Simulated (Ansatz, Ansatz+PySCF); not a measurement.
```yaml
atoms:
  - { symbol: N, position_ang: [0.0000, 0.0000, -0.1308] }
  - { symbol: H, position_ang: [0.0000, 0.0000, 0.9159] }
```

Basis set: def2-SVP (spherical functions). Correlated methods keep 1 orbital frozen. Charge 0, multiplicity 3.

Computed with Ansatz (development build ahead of 0.2.0); each method stands on the lowest determinant of its kind that the runs found. Restricted functionals stand beside restricted open-shell atoms, which can lie above the unrestricted atoms usual in DFT and then raise those values.

The atomization energy at this shape (free ground-state atoms in the same class of orbitals less the molecule, no zero-point energy) of triplet NH:

```tsv
method	atomization energy
ωB97X (unrestricted)	81.37 kcal/mol
r²SCAN (unrestricted)	81.81 kcal/mol
r²SCAN (restricted open-shell)	80.68 kcal/mol
PBE0 (unrestricted)	82.91 kcal/mol
PBE0 (restricted open-shell)	81.86 kcal/mol
PBE (unrestricted)	85.90 kcal/mol
PBE (restricted open-shell)	85.08 kcal/mol
UHF-CCSD(T)	73.71 kcal/mol
UHF-MP2	70.61 kcal/mol
ROHF	47.00 kcal/mol
```

**Question.** What does UHF give?

**Answer.** 49.28 kcal/mol.
